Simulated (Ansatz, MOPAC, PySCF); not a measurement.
Complex: HF (SMILES F) (first 2 atoms) with H2 (SMILES [H][H]); geometry from B3LYP-D3(BJ)/def2-TZVP, rigid monomers moved along the line of their centres of mass till H2···H3 is 2.75 Å.
(charge 0, multiplicity 1):
```xyz
4

F      0.0691     0.0916    -0.1267
H      0.1090     0.0822     0.7990
H      0.6025     0.0717     3.5057
H     -0.1420     0.0333     3.5386
```

Monomers are frozen at their geometry in the pair; levels with a basis set take the counterpoise correction. Rows marked so take none.

Correlated levels freeze the cores. CBS(a, b) extrapolates the correlation energy as X⁻³ and adds the Hartree–Fock energy of set b. Rows in 3-21G, 6-311+G**, 6-31G*, STO-3G carry no dispersion term and start afresh at each structure (6-31G* with six Cartesian d functions). The state that PM6, PM7 reach isn't checked; PM7 holds dispersion and hydrogen-bond terms.

Codes used: Ansatz (a first-principles code) with Gaussian orbitals; MOPAC for PM6, PM7 (differences of heats of formation); PySCF for 3-21G rows, 6-311+G** rows, 6-31G* rows, STO-3G rows, the dispersion terms. Values without a source in brackets are computed.

Other levels give for the interaction energy: PBE/def2-TZVPPD -2.5; B3LYP/def2-TZVPPD -1.5; B3LYP-D3(BJ)/def2-TZVPPD -2.3; wB97M-V/def2-TZVPPD -2.1; CCSD(T)/CBS(aug-cc-pVTZ, aug-cc-pVQZ) -2.2 kJ/mol.

Common cheap choices:

| level | interaction energy (kJ/mol) | less -2.2 (CCSD(T)/CBS(aug-cc-pVTZ, aug-cc-pVQZ)) |
|---|---|---|
| PM6 | -0.5 | 1.7 |
| PM7 | -0.9 | 1.3 |
| HF/STO-3G (no counterpoise) | -0.1 | 2.1 |
| HF/3-21G (no counterpoise) | -1.2 | 1.0 |
| BP86/6-31G* (no counterpoise) | -0.5 | 1.8 |
| B3LYP/6-31G* | -1.1 | 1.1 |
| B3LYP/6-311+G** (no counterpoise) | -1.4 | 0.8 |
| M06-2X/6-31G* (no counterpoise) | -1.9 | 0.4 |
